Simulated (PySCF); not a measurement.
# Interval between two levels of Ar³⁺ by level of theory

Ar³⁺ [Ne] 3s2 3p3 [4S3/2, M_J = 3/2] → Ar³⁺ [Ne] 3s1 3p4 [4P5/2, M_J = 5/2], as a difference of total energies. Computed with PySCF 2.14 in x2c-TZVPall-2c with one added diffuse shell each of s, p type (6s7p2d1f, 44 functions), with the two-component X2C-1e Hamiltonian. Correlated levels: [Ne] frozen. "Screened" scales the spin-orbit matrix elements by Boettger's factors to mimic the two-electron term; Breit and QED terms are absent.

| method | interval between two levels (cm⁻¹) |
| --- | --- |
| GHF (spin-free) | 125890 |
| GMP2 (spin-free) | 124500 |
| GHF (screened spin-orbit) | 125290 |
| GMP2 (screened spin-orbit) | 123900 |

The labels give the starting determinants; with spin-orbit coupling the two ends relaxed to ⟨J²⟩ = 3.75, ⟨L²⟩ = 0.00, ⟨S²⟩ = 3.75 and ⟨J²⟩ = 8.76, ⟨L²⟩ = 2.00, ⟨S²⟩ = 3.75.
